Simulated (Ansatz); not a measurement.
The cluster CoSi6. Charge 0, multiplicity 2. Geometry r2SCAN-D4/def2-SVP; atoms count from 1.

```xyz
7

Co    0.469   -0.625   -0.864
Si   -0.662   -2.036    0.364
Si    0.952    2.499    0.446
Si    0.313    0.393    1.147
Si   -1.082   -0.179   -2.387
Si    0.550   -1.562    2.243
Si   -0.541    1.511   -0.949
```

The charge 0 doublet is spin-contaminated (final ⟨S²⟩ up to 1.44, 0.75 for a pure state). No other spin state of charge 0 was run. The geometry of the doublet was relaxed on an unsound state (⟨S²⟩ 1.27, where a pure state has 0.75). Another isomer (quartet) lies 1.91 eV lower at PBE0-D4/def2-TZVP; other spin states weren't run for this one.

(1) Estimate the Mulliken populations from the PBE0/def2-TZVP orbitals of Ansatz.

(2) Where does the spin sit?

(3) And the Mayer bond orders between bonded heavy atoms (over 0.3)?

Results:

(1) 
| atom | charge (e) | spin (α − β) | d electrons |
| --- | --- | --- | --- |
| Co1 | 0.09 | 1.67 | 7.84 |
| Si2 | -0.03 | -0.01 | – |
| Si3 | -0.04 | -0.19 | – |
| Si4 | 0.05 | -0.13 | – |
| Si5 | -0.02 | -0.48 | – |
| Si6 | -0.06 | 0.09 | – |
| Si7 | 0.01 | 0.05 | – |
Mulliken values and Mayer orders depend strongly on the basis.

(2) Summed by element: Co 1.67, Si -0.67, of 1 unpaired in all. Largest on single atoms: Co1 1.67, Si5 -0.48, Si3 -0.19.

(3) Co1–Si2 0.93 (2.19 Å); Co1–Si4 0.64 (2.26 Å); Co1–Si5 0.92 (2.22 Å); Co1–Si7 0.56 (2.36 Å); Si2–Si6 1.25 (2.29 Å); Si3–Si4 1.07 (2.31 Å); Si3–Si7 1.23 (2.27 Å); Si4–Si6 1.18 (2.25 Å); Si4–Si7 0.56 (2.52 Å); Si5–Si7 1.13 (2.28 Å). Values over 0.3 also appear between atoms too far apart for a bond (Si2–Si4 0.50 at 2.73 Å); they arise where an orbital or an unpaired electron spreads over both atoms.
